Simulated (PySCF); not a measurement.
Computed shifts of a molecule CH4N2OSi, PySCF with KT2/pcSseg-1, GIAO, gas phase, atoms alike by connectivity averaged where their shifts nearly agree, in ppm (number of nuclei): ¹⁵N: 168.7 (1), 42.4 (1). ¹³C: 104.7 (1). ²⁹Si: -20.6 (1). ¹H: 5.22 (2), 2.13 (2). References: ¹⁵N against NH3 (σ = 266.2 ppm); ¹³C against TMS (σ = 185.1 ppm); ¹⁷O against H2O (σ = 330.4 ppm); ²⁹Si against TMS (σ = 361.9 ppm); ¹H against TMS (σ = 31.47 ppm), references at their B3LYP-D3(BJ)/def2-TZVP geometries, non-relativistic. Geometry optimised at B3LYP-D3(BJ)/def2-SVP. Other conformers were not sampled.

Q: Pick the molecule that these values belong to.
A) N#CO[SiH2]N
B) N[SiH2]N=C=O
C) N[Si@H]1N=CO1

A: A, N#CO[SiH2]N
